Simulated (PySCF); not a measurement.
Hf(F)4 anion (F4Hf), SMILES [Hf]([F])([F])([F])[F] (connectivity only; charge and spin as stated), charge -1, multiplicity 2. Atoms are numbered in the order given.

```xyz
5

Hf     0.0000     0.0000     0.0000
F      1.3577    -1.3577    -0.5154
F      1.3577     1.3577     0.5154
F     -1.3577    -1.3577     0.5154
F     -1.3577     1.3577    -0.5154
```
Charge -1, spin multiplicity 2.

Coordinates come from a r2SCAN-D4/def2-SVPD optimisation. The spin state was assumed, not searched. The isomer is the one that the SMILES or the coordinates give; other isomers of the formula were not compared. The def2 effective core potentials stand for the cores of Hf; spin–orbit coupling is left out.

These are r2SCAN-D4/def2-SVPD (PySCF 2.14.0) values and carry that method's errors.

Frequencies are harmonic and unscaled.

Modes within 1.5 cm⁻¹ of each other (mostly degenerate sets) share a row, with their intensities summed.

Computed normal modes with their intensities:
```
mode  ν (cm⁻¹)  IR (km/mol)  moving atoms (share of kinetic energy)
----  --------  -----------  --------------------------------------
1           83          0.1                         F 74 %, Hf 26 %
2          106          0.0                                 F 100 %
3–4        147         39.0                         F 87 %, Hf 13 %
5          205          0.0                                 F 100 %
6–8        534        438.5                                  F 96 %
9          569          0.0                                 F 100 %
```
